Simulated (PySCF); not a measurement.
## Electron correlation in Ca (calcium, neutral)

[Ar] 4p2, high-spin 3P determinant (an excited configuration). Calculation: PySCF 2.14, in aug-cc-pVTZ-X2C; scalar relativity by spin-free X2C-1e. Frozen: [Ar]; 2 electrons correlated.

With two correlated electrons CCSD is exact within the correlated space (frozen core and kept virtual orbitals).

| level | correlation energy (mhartree) |
| --- | --- |
| CCSD | -13.53 |

Diagnostics: T1 = 0.014, D1 = 0.0202, largest double amplitude 0.279.

A double-excitation amplitude exceeds 0.15, a sign of near-degeneracy.

Cost of the coupled-cluster step: of the order of 2.3 core-seconds, for 2 correlated electrons.

Iterations:

```
CC2 = 0
CCSD nocc = (np.int64(2), np.int64(0)), nmo = (50, 50)
frozen orbitals [[0, 1, 2, 3, 4, 5, 6, 7, 8], [0, 1, 2, 3, 4, 5, 6, 7, 8]]
max_cycle = 100
direct = 0
conv_tol = 1e-08
conv_tol_normt = 1e-06
diis_space = 8
diis_start_cycle = 0
Init t2, MP2 energy = -0.00467335645183832
Init E_corr(UCCSD) = -0.00467335647221496
cycle = 1  E_corr(UCCSD) = -0.00703627764032568  dE = -0.00236292117  norm(t1,t2) = 0.0624611
cycle = 2  E_corr(UCCSD) = -0.00849456310692332  dE = -0.00145828547  norm(t1,t2) = 0.0467187
cycle = 3  E_corr(UCCSD) = -0.012601777665026  dE = -0.00410721456  norm(t1,t2) = 0.0373543
cycle = 4  E_corr(UCCSD) = -0.0132136113577466  dE = -0.000611833693  norm(t1,t2) = 0.0120159
cycle = 5  E_corr(UCCSD) = -0.0137961087280063  dE = -0.00058249737  norm(t1,t2) = 0.00386839
cycle = 6  E_corr(UCCSD) = -0.013324500666153  dE = 0.000471608062  norm(t1,t2) = 0.00255515
cycle = 7  E_corr(UCCSD) = -0.0136301007414942  dE = -0.000305600075  norm(t1,t2) = 0.00175205
cycle = 8  E_corr(UCCSD) = -0.0136365007141498  dE = -6.39997266e-06  norm(t1,t2) = 0.00108406
cycle = 9  E_corr(UCCSD) = -0.0135449336002787  dE = 9.15671139e-05  norm(t1,t2) = 0.00104095
cycle = 10  E_corr(UCCSD) = -0.0135379277568492  dE = 7.00584343e-06  norm(t1,t2) = 0.000140173
cycle = 11  E_corr(UCCSD) = -0.0135312874652501  dE = 6.6402916e-06  norm(t1,t2) = 8.01942e-05
cycle = 12  E_corr(UCCSD) = -0.0135313318474017  dE = -4.43821516e-08  norm(t1,t2) = 3.76745e-05
cycle = 13  E_corr(UCCSD) = -0.0135313953224773  dE = -6.34750756e-08  norm(t1,t2) = 1.59276e-05
cycle = 14  E_corr(UCCSD) = -0.0135314193026112  dE = -2.39801338e-08  norm(t1,t2) = 2.2889e-06
cycle = 15  E_corr(UCCSD) = -0.0135314134630527  dE = 5.83955847e-09  norm(t1,t2) = 7.13676e-07
UCCSD converged
E(UCCSD) = -679.496718895138  E_corr = -0.0135314134630527
```
